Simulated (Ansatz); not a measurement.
ClH$_{9}$Si$_{3}$Sn, SMILES `[SiH3][Sn]([SiH3])([SiH3])[Cl]`, relaxed with RKS PBE-D4/def2-SVP in Ansatz 0.2.0 from a rough embedded geometry. The force threshold is 0.03 eV/Å; the program also tests the step.

Total charge 0; spin multiplicity 1. Sn takes the def2 core potential.

Start:

```xyz
14

Si   -0.948   -1.828   -1.061
Sn    0.608   -0.129   -0.206
Si   -0.151    2.099   -1.010
Si    0.621   -0.120    2.308
Cl    2.807   -0.557   -0.953
H    -0.918   -1.859   -2.580
H    -2.295   -1.589   -0.618
H    -0.477   -3.185   -0.628
H     0.756    3.186   -0.523
H    -0.131    2.173   -2.495
H    -1.523    2.393   -0.546
H    -0.796    0.116    2.755
H     1.467    0.807    2.805
H     0.980   -1.508    2.751
```

By how much does the energy fall, and how many steps does the optimiser take? (An estimate is asked.)

Computed: 0.55 eV, in 6 steps.

Which bonds change most? (Estimate.)

Ansatz gave: Si4–H13 from 1.350 to 1.504 Å; Si1–Sn2 from 2.458 to 2.592 Å; Sn2–Si3 from 2.487 to 2.592 Å; Sn2–Si4 from 2.514 to 2.591 Å.

Give the relaxed structure. (Best estimate.)

Computed: 
```xyz
14

Si   -0.985   -2.000   -1.175
Sn    0.424   -0.083   -0.148
Si   -0.136    2.268   -1.085
Si    0.623   -0.173    2.434
Cl    2.659   -0.513   -0.928
H    -0.898   -1.942   -2.675
H    -2.424   -1.840   -0.755
H    -0.472   -3.327   -0.686
H     0.842    3.275   -0.547
H    -0.068    2.245   -2.587
H    -1.529    2.654   -0.658
H    -0.725    0.107    3.048
H     1.604    0.868    2.900
H     1.087   -1.538    2.863
```
